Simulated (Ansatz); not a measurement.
## Molecular dynamics of BClF$_{3}$H

Input:

```yaml
crystal:
  periodic: [false, false, false]
  atoms:
    - { symbol: B, position_ang: [0.011561, -0.249675, 0.020364] }
    - { symbol: F, position_ang: [0.007694, 0.137817, 1.513904] }
    - { symbol: F, position_ang: [1.15125, 0.128832, -0.543651] }
    - { symbol: F, position_ang: [-1.154283, 0.055888, -0.533863] }
    - { symbol: Cl, position_ang: [0.075237, -2.167322, 0.570946] }
    - { symbol: H, position_ang: [0.04584, -1.02024, 1.653898] }
basis:
  gaussian: { orbitals: cc-pVDZ }
hamiltonian:
  xc: lda
md:
  timestep: 0.5
  n_steps: 200
  ensemble: nve
  temperature: 100.0
  initial_velocities: maxwell_boltzmann
  seed: 4635
```

Launched with:

```bash
$ ansatz run input.yaml --threads 1 --pin off --max-ram 2048MiB --backend cpu --events-out ev --progress --plain --runs-dir out
```

It starts at the highest image of a converged band, a first-order saddle point between two minima.

Output, in part (one step line in 4, the closing report, with atoms numbered from 0):

```
md step     0: t =     0.00 fs  T =   100.0 K  F+E_penalty+E_count = -21270.52146469 eV  E_kin = 0.051704 eV  conserved = -21270.46976069 eV  (26 SCF iters)
md step     4: t =     2.00 fs  T =    86.9 K  F+E_penalty+E_count = -21270.51465584 eV  E_kin = 0.044919 eV  conserved = -21270.46973721 eV  (29 SCF iters)
md step     8: t =     4.00 fs  T =    58.7 K  F+E_penalty+E_count = -21270.50003969 eV  E_kin = 0.030347 eV  conserved = -21270.46969316 eV  (30 SCF iters)
md step    12: t =     6.00 fs  T =    35.5 K  F+E_penalty+E_count = -21270.48802118 eV  E_kin = 0.018355 eV  conserved = -21270.46966616 eV  (22 SCF iters)
md step    16: t =     8.00 fs  T =    30.1 K  F+E_penalty+E_count = -21270.48522450 eV  E_kin = 0.015553 eV  conserved = -21270.46967144 eV  (23 SCF iters)
md step    20: t =    10.00 fs  T =    40.4 K  F+E_penalty+E_count = -21270.49059753 eV  E_kin = 0.020901 eV  conserved = -21270.46969674 eV  (27 SCF iters)
md step    24: t =    12.00 fs  T =    55.0 K  F+E_penalty+E_count = -21270.49816795 eV  E_kin = 0.028447 eV  conserved = -21270.46972054 eV  (29 SCF iters)
md step    28: t =    14.00 fs  T =    62.8 K  F+E_penalty+E_count = -21270.50217677 eV  E_kin = 0.032447 eV  conserved = -21270.46972945 eV  (30 SCF iters)
md step    32: t =    16.00 fs  T =    59.6 K  F+E_penalty+E_count = -21270.50053102 eV  E_kin = 0.030810 eV  conserved = -21270.46972111 eV  (29 SCF iters)
md step    36: t =    18.00 fs  T =    49.5 K  F+E_penalty+E_count = -21270.49528502 eV  E_kin = 0.025580 eV  conserved = -21270.46970459 eV  (29 SCF iters)
md step    40: t =    20.00 fs  T =    40.0 K  F+E_penalty+E_count = -21270.49039642 eV  E_kin = 0.020704 eV  conserved = -21270.46969255 eV  (29 SCF iters)
md step    44: t =    22.00 fs  T =    37.1 K  F+E_penalty+E_count = -21270.48888077 eV  E_kin = 0.019194 eV  conserved = -21270.46968725 eV  (29 SCF iters)
md step    48: t =    24.00 fs  T =    43.5 K  F+E_penalty+E_count = -21270.49217778 eV  E_kin = 0.022493 eV  conserved = -21270.46968481 eV  (29 SCF iters)
md step    52: t =    26.00 fs  T =    60.1 K  F+E_penalty+E_count = -21270.50073956 eV  E_kin = 0.031050 eV  conserved = -21270.46968992 eV  (29 SCF iters)
md step    56: t =    28.00 fs  T =    84.0 K  F+E_penalty+E_count = -21270.51312002 eV  E_kin = 0.043415 eV  conserved = -21270.46970478 eV  (28 SCF iters)
md step    60: t =    30.00 fs  T =   108.5 K  F+E_penalty+E_count = -21270.52580107 eV  E_kin = 0.056088 eV  conserved = -21270.46971319 eV  (29 SCF iters)
md step    64: t =    32.00 fs  T =   129.8 K  F+E_penalty+E_count = -21270.53681033 eV  E_kin = 0.067111 eV  conserved = -21270.46969963 eV  (28 SCF iters)
md step    68: t =    34.00 fs  T =   153.4 K  F+E_penalty+E_count = -21270.54898222 eV  E_kin = 0.079302 eV  conserved = -21270.46968038 eV  (28 SCF iters)
md step    72: t =    36.00 fs  T =   187.2 K  F+E_penalty+E_count = -21270.56645948 eV  E_kin = 0.096766 eV  conserved = -21270.46969308 eV  (26 SCF iters)
md step    76: t =    38.00 fs  T =   228.1 K  F+E_penalty+E_count = -21270.58766654 eV  E_kin = 0.117950 eV  conserved = -21270.46971695 eV  (27 SCF iters)
md step    80: t =    40.00 fs  T =   275.5 K  F+E_penalty+E_count = -21270.61208634 eV  E_kin = 0.142434 eV  conserved = -21270.46965280 eV  (26 SCF iters)
md step    84: t =    42.00 fs  T =   357.9 K  F+E_penalty+E_count = -21270.65470864 eV  E_kin = 0.185046 eV  conserved = -21270.46966280 eV  (26 SCF iters)
md step    88: t =    44.00 fs  T =   467.0 K  F+E_penalty+E_count = -21270.71129094 eV  E_kin = 0.241480 eV  conserved = -21270.46981111 eV  (26 SCF iters)
md step    92: t =    46.00 fs  T =   548.2 K  F+E_penalty+E_count = -21270.75323443 eV  E_kin = 0.283466 eV  conserved = -21270.46976887 eV  (26 SCF iters)
md step    96: t =    48.00 fs  T =   613.8 K  F+E_penalty+E_count = -21270.78708055 eV  E_kin = 0.317347 eV  conserved = -21270.46973307 eV  (24 SCF iters)
md step   100: t =    50.00 fs  T =   675.1 K  F+E_penalty+E_count = -21270.81890810 eV  E_kin = 0.349042 eV  conserved = -21270.46986621 eV  (24 SCF iters)
md step   104: t =    52.00 fs  T =   688.0 K  F+E_penalty+E_count = -21270.82550846 eV  E_kin = 0.355729 eV  conserved = -21270.46977946 eV  (24 SCF iters)
md step   108: t =    54.00 fs  T =   685.5 K  F+E_penalty+E_count = -21270.82413262 eV  E_kin = 0.354446 eV  conserved = -21270.46968631 eV  (24 SCF iters)
md step   112: t =    56.00 fs  T =   698.4 K  F+E_penalty+E_count = -21270.83092196 eV  E_kin = 0.361089 eV  conserved = -21270.46983343 eV  (26 SCF iters)
md step   116: t =    58.00 fs  T =   684.9 K  F+E_penalty+E_count = -21270.82383966 eV  E_kin = 0.354136 eV  conserved = -21270.46970373 eV  (26 SCF iters)
md step   120: t =    60.00 fs  T =   690.9 K  F+E_penalty+E_count = -21270.82689735 eV  E_kin = 0.357229 eV  conserved = -21270.46966800 eV  (26 SCF iters)
md step   124: t =    62.00 fs  T =   729.4 K  F+E_penalty+E_count = -21270.84695139 eV  E_kin = 0.377138 eV  conserved = -21270.46981376 eV  (27 SCF iters)
md step   128: t =    64.00 fs  T =   748.9 K  F+E_penalty+E_count = -21270.85689741 eV  E_kin = 0.387201 eV  conserved = -21270.46969608 eV  (27 SCF iters)
md step   132: t =    66.00 fs  T =   784.1 K  F+E_penalty+E_count = -21270.87513892 eV  E_kin = 0.405434 eV  conserved = -21270.46970460 eV  (24 SCF iters)
md step   136: t =    68.00 fs  T =   828.4 K  F+E_penalty+E_count = -21270.89820538 eV  E_kin = 0.428341 eV  conserved = -21270.46986414 eV  (25 SCF iters)
md step   140: t =    70.00 fs  T =   828.1 K  F+E_penalty+E_count = -21270.89786690 eV  E_kin = 0.428149 eV  conserved = -21270.46971832 eV  (25 SCF iters)
md step   144: t =    72.00 fs  T =   831.3 K  F+E_penalty+E_count = -21270.89954708 eV  E_kin = 0.429827 eV  conserved = -21270.46972040 eV  (25 SCF iters)
md step   148: t =    74.00 fs  T =   838.2 K  F+E_penalty+E_count = -21270.90322651 eV  E_kin = 0.433391 eV  conserved = -21270.46983529 eV  (25 SCF iters)
md step   152: t =    76.00 fs  T =   813.5 K  F+E_penalty+E_count = -21270.89024730 eV  E_kin = 0.420589 eV  conserved = -21270.46965847 eV  (24 SCF iters)
md step   156: t =    78.00 fs  T =   815.0 K  F+E_penalty+E_count = -21270.89110856 eV  E_kin = 0.421391 eV  conserved = -21270.46971709 eV  (25 SCF iters)
md step   160: t =    80.00 fs  T =   825.6 K  F+E_penalty+E_count = -21270.89666960 eV  E_kin = 0.426857 eV  conserved = -21270.46981255 eV  (25 SCF iters)
md step   164: t =    82.00 fs  T =   810.8 K  F+E_penalty+E_count = -21270.88888590 eV  E_kin = 0.419218 eV  conserved = -21270.46966834 eV  (25 SCF iters)
md step   168: t =    84.00 fs  T =   818.3 K  F+E_penalty+E_count = -21270.89282021 eV  E_kin = 0.423079 eV  conserved = -21270.46974073 eV  (25 SCF iters)
md step   172: t =    86.00 fs  T =   821.7 K  F+E_penalty+E_count = -21270.89469419 eV  E_kin = 0.424858 eV  conserved = -21270.46983610 eV  (25 SCF iters)
md step   176: t =    88.00 fs  T =   792.9 K  F+E_penalty+E_count = -21270.87960559 eV  E_kin = 0.409951 eV  conserved = -21270.46965420 eV  (25 SCF iters)
md step   180: t =    90.00 fs  T =   788.8 K  F+E_penalty+E_count = -21270.87761723 eV  E_kin = 0.407830 eV  conserved = -21270.46978702 eV  (25 SCF iters)
md step   184: t =    92.00 fs  T =   768.5 K  F+E_penalty+E_count = -21270.86713747 eV  E_kin = 0.397326 eV  conserved = -21270.46981103 eV  (25 SCF iters)
md step   188: t =    94.00 fs  T =   720.6 K  F+E_penalty+E_count = -21270.84224157 eV  E_kin = 0.372591 eV  conserved = -21270.46965016 eV  (25 SCF iters)
md step   192: t =    96.00 fs  T =   703.2 K  F+E_penalty+E_count = -21270.83331327 eV  E_kin = 0.363584 eV  conserved = -21270.46972973 eV  (25 SCF iters)
md step   196: t =    98.00 fs  T =   692.2 K  F+E_penalty+E_count = -21270.82765769 eV  E_kin = 0.357908 eV  conserved = -21270.46974925 eV  (25 SCF iters)
md step   200: t =   100.00 fs  T =   688.0 K  F+E_penalty+E_count = -21270.82530797 eV  E_kin = 0.355707 eV  conserved = -21270.46960097 eV  (25 SCF iters)
Total energy: -21270.82533547 eV, -781.6884131954 hartree
Atom 0 at     0.004623     0.303049     0.124596 Å, force    -0.716675     0.214539    -0.477489 eV/Å
Atom 1 at    -0.016146     0.666472     1.362749 Å, force     0.071799     0.241031     1.705754 eV/Å
Atom 2 at     1.131374     0.261890    -0.512455 Å, force     1.016150    -0.304367    -0.723151 eV/Å
Atom 3 at    -1.141971     0.170686    -0.497864 Å, force    -0.365032    -0.330174    -0.454117 eV/Å
Atom 4 at     0.090730    -2.693610     0.579992 Å, force    -0.056903     0.362274    -0.857229 eV/Å
Atom 5 at     0.167259    -3.074335     1.800391 Å, force     0.050660    -0.183303     0.806232 eV/Å
Dipole moment:     0.040898    -0.245062     0.304115 e Å
```

The run went to its last step. The conserved energy stayed within 0.027 meV per atom of its start (net change 0.027 meV per atom), so the integration is sound. The kinetic energy rose, since the run started high on the potential surface and went downhill. It ends in pieces (BF3 + ClH), so much of that is their flight and rotation, not heat. A run of 0.1 ps of so small a system gives no equilibrium averages. The orbitals stay closed-shell, which can raise the energy where a bond breaks towards radicals; this wasn't checked here.

Between its relaxed ends the band would form B1–Cl5, F2–H6 and break B1–F2, Cl5–H6. These pairs go: B1–Cl5 2.00 → 3.03 Å, F2–H6 1.17 → 3.77 Å, B1–F2 1.54 → 1.29 Å, Cl5–H6 1.58 → 1.28 Å. In the last frame they stand as before the step (other bonds may differ from the relaxed reactants and products). It ends as BF3 + ClH. Pairs count as bonded within 1.25 times the sum of covalent radii (0.12 Å more for H–H).

Last frame:

```xyz
6
Properties=species:S:1:pos:R:3
B 0.005 0.303 0.125
F -0.016 0.666 1.363
F 1.131 0.262 -0.512
F -1.142 0.171 -0.498
Cl 0.091 -2.694 0.580
H 0.167 -3.074 1.800
```

Time of the run: 6.1 min on 1 thread of Arm Neoverse N1, on a shared host, peak memory 0.14 GiB.
